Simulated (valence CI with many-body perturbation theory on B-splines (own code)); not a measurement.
Results of a calculation; reference values are marked as such.
**Basis-set convergence for In16+**

Method: valence CI with perturbative core correlation (CI+MBPT): five valence electrons over a frozen Dirac-Fock core [Ar] 3d10, radial functions for each j: 9 s, 9 p, 8 d, 6 f, 3 g, 1 h, with the one-electron correlation potential Σ1 (screened to all orders), the two-electron term Σ2, the three-electron term Σ3, Breit, model QED; selected single and double excitations, second order for the rest, scaled by the run's own slope (own B-spline code, finite nucleus).

No measured levels were compared; by estimate levels hold to about 250 cm⁻¹ or 0.2 % of their energy and the worst to 1 %, as in measured heavy ions of charge 2 to 7; those with d or f electrons hold less well. Among the levels kept, up to 1100 cm⁻¹ of a level comes from second order outside the variational space, and about a tenth of that is noise between levels of different J, which matters for small intervals.

The reference run has the lowest level 4s2 4p3 4S°_3/2 and an ionisation energy of 426.508 eV. Its largest variational space holds 20033 state functions.

Names give the largest LS component (configuration and term), which can be under half, so a name can repeat, a term be missing and a line seem to break the LS rules; names also repeat where a configuration has a term twice. Letters in brackets count levels of one name in rising energy.

Changed runs:
A. basis 6 s, 6 p, 5 d, 3 f, 1 g
B. basis 5 s, 5 p, 4 d, 2 f

Excitation energies of the reference run in cm⁻¹, and shifts in cm⁻¹:

| Level | Reference | A | B |
| --- | --- | --- | --- |
| 4s2 4p3 2D°_3/2 | 58022 | +19 | +103 |
| 4s2 4p3 2D°_5/2 | 77058 | +94 | +375 |
| 4s2 4p3 2P°_1/2 | 104785 | +149 | +591 |
| 4s2 4p3 2P°_3/2 | 160177 | +96 | +422 |
| 4s 4p4 4P_5/2 | 374201 | -89 | -203 |
| 4s 4p4 4P_3/2 | 414315 | -80 | -167 |
| 4s 4p4 4P_1/2 | 419819 | -41 | -27 |
| 4s 4p4 2D_3/2 | 464317 | +18 | +168 |
| 4s 4p4 2D_5/2 | 482850 | +35 | +231 |
| 4s 4p4 2S_1/2 [a] | 521392 | +113 | +485 |
| 4s 4p4 2P_3/2 | 530200 | +63 | +309 |
| 4s2 4p2 4d 4F_3/2 | 553881 | +133 | +691 |
| Ionisation energy (eV) | 426.508 | -0.036 | -0.121 |
